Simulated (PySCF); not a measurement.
State search for InC

Unrestricted PBE0; PySCF, scalar-relativistic core potentials, basis sets In aug-cc-pVDZ-PP with ECP28, C aug-cc-pVDZ. Outer shells of the fragments: In 4d10 5s2 5p1; C 2s2 2p2.

Followed along the bond (rough minima from three points):

```tsv
2Ms+1	unpaired	⟨S²⟩ at the start	R at minimum (Å)	Te (eV)
4	σ ↑, π ↑↑	3.76	2.23	0.00
2	σ ↓, π ↑↑	1.77	2.22	0.57
2	σ ↑, π ↑↓	1.76	2.23	0.63
2	π ↑	0.86	2.07	1.64
```

Solutions found at the starting distance of 2.100 Å, counted from the lowest of them; the search is not exhaustive and high or unbound solutions are not listed, so other states can lie among these:

```
2Ms+1   unpaired   term  E (eV)  ⟨S²⟩  ⟨Lz²⟩  μ (D)
    4  σ ↑, π ↑↑    ⁴Σ⁻    0.00  3.76   0.00  -2.41
    2  σ ↓, π ↑↑  mixed    0.55  1.77   0.00  -2.75
    2  σ ↑, π ↑↓  mixed    0.62  1.76   2.01  -2.54
    2        π ↑     ²Π    1.56  0.86   1.01  -3.76
    2        σ ↑  mixed    1.70  0.76   2.00  -2.32
    2        π ↑     ²Π    1.81  0.75   1.00  -1.04
    4      π ↑↑↑     ⁴Π    3.06  3.76   1.00  -0.98
    4  σ ↑, π ↑↑  mixed    3.75  3.76   2.01   0.87
    4  π ↑↑, δ ↑     ⁴Δ    6.92  3.85   4.00  -0.83
```

A term symbol is given only where ⟨S²⟩ and ⟨Lz²⟩ are close to those of a pure state; real π, δ and φ orbitals otherwise mix terms. A positive dipole means In(−)C(+).

Spin–orbit coupling is left out.
